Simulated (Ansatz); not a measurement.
Kohn–Sham single points on CH₃FOSi (`F[SiH]1CO1`).

```yaml
crystal:
  periodic: [false, false, false]
  atoms:
    - {symbol: F, position_ang: [-2.105360, -0.021946, 0.299545]}
    - {symbol: Si, position_ang: [-0.702870, 0.117398, -0.423880]}
    - {symbol: C, position_ang: [0.837403, 0.019343, 0.481968]}
    - {symbol: O, position_ang: [0.336768, -1.140574, -0.335143]}
    - {symbol: H, position_ang: [-0.938247, 0.760002, -1.724151]}
    - {symbol: H, position_ang: [1.782307, 0.408566, 0.110753]}
    - {symbol: H, position_ang: [0.851198, -0.210688, 1.545109]}
basis:
  gaussian: {orbitals: def2-TZVPP}
hamiltonian: {xc: pbe, dispersion: d4}
output: {forces: true, orbitals: {seedname: orbitals}}
```

```sh
$ ansatz run in.yaml --threads 2 --pin off --events-out ev --progress --plain --max-ram 4352MiB
```

It prints (some lines left out):

```
Functional definition: PBE
952 factors; their error is unknown
mean field evaluation 1: about -13711.8156 eV, gradient 6.9e1 eV
mean field evaluation 2: about -13662.4836 eV, gradient 1.6e2 eV
mean field evaluation 4: about -13720.7054 eV, gradient 1.7e1 eV
mean field evaluation 8: about -13721.1989 eV, gradient 1.8e-1 eV
mean field evaluation 16: about -13721.1745 eV, gradient 3.0e-4 eV
mean field -13721.17449660 eV, -504.2438622041 hartree, gradient 2.0e-5 eV, S^2 0.000000; 0 other end points of the search recorded, 0 dependent functions left out
reference -13721.17453286 eV, -504.2438635364 hartree; 20, 20 occupied and 157, 157 virtual orbitals, 952 factors
Total energy: -13721.28966391 eV, -504.2480945246 hartree
Atom 0 at    -2.105360    -0.021946     0.299545 Å, force    -0.626999    -0.059227     0.305473 eV/Å
Atom 1 at    -0.702870     0.117398    -0.423880 Å, force    -0.029194     0.490633    -0.287599 eV/Å
Atom 2 at     0.837403     0.019343     0.481968 Å, force     0.207224     0.255655     0.220393 eV/Å
Atom 3 at     0.336768    -1.140574    -0.335143 Å, force     0.247488    -0.833716    -0.239398 eV/Å
Atom 4 at    -0.938247     0.760002    -1.724151 Å, force    -0.022100     0.071974    -0.175105 eV/Å
Atom 5 at     1.782307     0.408566     0.110753 Å, force     0.215349     0.099146    -0.065610 eV/Å
Atom 6 at     0.851198    -0.210688     1.545109 Å, force     0.008231    -0.024465     0.241846 eV/Å
Dipole moment:     0.088264     0.334425    -0.040357 e Å
```

Run time 1.9 s (2 threads of an Arm Neoverse V2 on a shared host); peak host memory 0.17 GiB.

Changing it to `hamiltonian: {xc: {name: r2SCAN0}, dispersion: d4}` and no forces (abridged; 3.4 s):

```
Functional definition: r2SCAN0
mean field evaluation 16: about -13727.0252 eV, gradient 2.7e-5 eV
mean field -13727.02517950 eV, -504.4588708349 hartree, gradient 2.7e-5 eV, S^2 0.000000
Total energy: -13727.05599039 eV, -504.4600031140 hartree
```

The same input with `hamiltonian: {xc: {name: BLYP}, dispersion: d4}` and no forces (abridged; 1.6 s):

```
Functional definition: BLYP
mean field evaluation 16: about -13730.3860 eV, gradient 3.5e-4 eV
mean field -13730.38598277 eV, -504.5823780771 hartree, gradient 8.0e-5 eV, S^2 0.000000
Total energy: -13730.64795400 eV, -504.5920053421 hartree
```

The same input with `hamiltonian: {xc: {name: CAM-B3LYP}, dispersion: d4}` and no forces (abridged; 2.1 s):

```
Functional definition: CAM-B3LYP
mean field evaluation 16: about -13729.7792 eV, gradient 2.1e-5 eV
mean field -13729.77918818 eV, -504.5600787870 hartree, gradient 2.1e-5 eV, S^2 0.000000
Total energy: -13729.87474737 eV, -504.5635905225 hartree
```

With the line `hamiltonian: {xc: lda}` and no forces (abridged; 0.91 s):

```
Functional definition: SPW92
mean field evaluation 16: about -13658.0218 eV, gradient 2.8e-4 eV
mean field -13658.02184863 eV, -501.9230451975 hartree, gradient 5.4e-5 eV, S^2 0.000000
Total energy: -13658.02188192 eV, -501.9230464210 hartree
```

The same input with `hamiltonian: {xc: {name: revPBE}, dispersion: d4}` and no forces (abridged; 1.5 s):

```
Functional definition: revPBE
mean field evaluation 16: about -13727.7773 eV, gradient 3.7e-4 eV
mean field -13727.77726410 eV, -504.4865094341 hartree, gradient 6.6e-5 eV, S^2 0.000000
Total energy: -13728.15918896 eV, -504.5005449138 hartree
```
